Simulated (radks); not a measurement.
The table gives one normalised radial function P(r) = r R(r) of Pt in [Xe] 4f14 5d7.75 6s1 6p1.25 (r in bohr). Method: scalar-relativistic Kohn-Sham, BLYP, spin-unpolarised, spherical densities, point nucleus; computed with a radial shooting solver on a logarithmic mesh with Libxc functionals.

r,P
0.003125,0.1652
0.003668,0.1785
0.004304,0.1908
0.005051,0.2012
0.005927,0.2087
0.006956,0.2118
0.008097,0.2093
0.009502,0.1992
0.01115,0.1795
0.01309,0.1485
0.01536,0.1047
0.01802,0.0477
0.02115,-0.0214
0.02462,-0.0955
0.02889,-0.1763
0.0339,-0.2509
0.03979,-0.3065
0.04669,-0.3283
0.05479,-0.3020
0.06379,-0.2236
0.07485,-0.0853
0.08784,0.0944
0.1031,0.2810
0.121,0.4241
0.142,0.4686
0.1653,0.3826
0.1939,0.1539
0.2276,-0.1675
0.2671,-0.4819
0.3134,-0.6679
0.3678,-0.6304
0.4282,-0.3667
0.5025,0.0875
0.5897,0.5925
0.692,1.0019
0.812,1.2120
0.9529,1.1959
1.118,1.0027
1.302,0.7392
1.528,0.4657
1.793,0.2529
2.104,0.1173
2.469,0.0457
2.897,0.0147
3.373,0.0041
3.958,0.0008
4.645,0.0001
5.451,0.0000
6.397,0.0000
7.507,0.0000
8.739,0.0000
10.26,0.0000
12.03,0.0000
14.12,0.0000

Which n and l does it have? It may be an empty orbital.

Answer. n = 5, l = 0: the number of nodes gives n - l - 1 = 4, the rise at small r (about r^(l+1), flatter next to the nucleus through relativity) gives l, and the extent must fit the shell. The curve is that of 5s. 5s: eigenvalue -107.64 eV, 4 radial nodes at r = 0.0202, 0.0810, 0.210, 0.489 bohr, <r> = 0.950 bohr, 90 % of the charge inside 1.36 bohr.
